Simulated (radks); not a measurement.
Values are calculated unless marked as measured or tabulated.
Species: Bi2+. Configuration: [Hg] 5f1 (not the ground configuration). Code: a radial shooting solver on a logarithmic mesh with Libxc functionals. Model: Dirac Kohn-Sham, PBE, spin-unpolarised, spherical densities, finite nucleus; open shells fill j = l - 1/2 first; Fermi nuclear charge, rms radius 5.5211 fm.

Unscreened Slater integrals over Kohn-Sham orbitals (eV). Large and small components are both included. Empty in this configuration: 6p1/2.

\begin{tabular}{lr}
integral & value \\ \hline
F0(5f5/2,5f5/2) & 5.1035 \\
F2(5f5/2,5f5/2) & 2.5028 \\
F4(5f5/2,5f5/2) & 1.5942 \\
F0(5f5/2,6s1/2) & 6.6141 \\
G3(5f5/2,6s1/2) & 1.2043 \\
F0(5f5/2,5d5/2) & 6.8782 \\
F2(5f5/2,5d5/2) & 1.3094 \\
F4(5f5/2,5d5/2) & 0.57299 \\
G1(5f5/2,5d5/2) & 0.85562 \\
G3(5f5/2,5d5/2) & 0.50001 \\
G5(5f5/2,5d5/2) & 0.34602 \\
F0(5f5/2,5d3/2) & 6.8878 \\
F2(5f5/2,5d3/2) & 1.2546 \\
G1(5f5/2,5d3/2) & 0.79005 \\
G3(5f5/2,5d3/2) & 0.46257 \\
F0(5f5/2,6p1/2) & 6.4573 \\
G2(5f5/2,6p1/2) & 1.8615 \\
F0(6s1/2,6s1/2) & 12.034 \\
F0(6s1/2,5d5/2) & 14.129 \\
G2(6s1/2,5d5/2) & 3.0745 \\
F0(6s1/2,5d3/2) & 14.221 \\
G2(6s1/2,5d3/2) & 2.8098 \\
F0(6s1/2,6p1/2) & 11.071 \\
G1(6s1/2,6p1/2) & 7.4499 \\
F0(5d5/2,5d5/2) & 19.835 \\
F2(5d5/2,5d5/2) & 10.406 \\
F4(5d5/2,5d5/2) & 6.9661 \\
F0(5d5/2,5d3/2) & 20.156 \\
F2(5d5/2,5d3/2) & 10.566 \\
G2(5d5/2,5d3/2) & 10.547 \\
G4(5d5/2,5d3/2) & 7.0653 \\
F0(5d5/2,6p1/2) & 12.502 \\
G3(5d5/2,6p1/2) & 1.7270 \\
F0(5d3/2,5d3/2) & 20.496 \\
F2(5d3/2,5d3/2) & 10.756 \\
F0(5d3/2,6p1/2) & 12.564 \\
G1(5d3/2,6p1/2) & 1.9059 \\
F0(6p1/2,6p1/2) & 10.344 \\
\end{tabular}
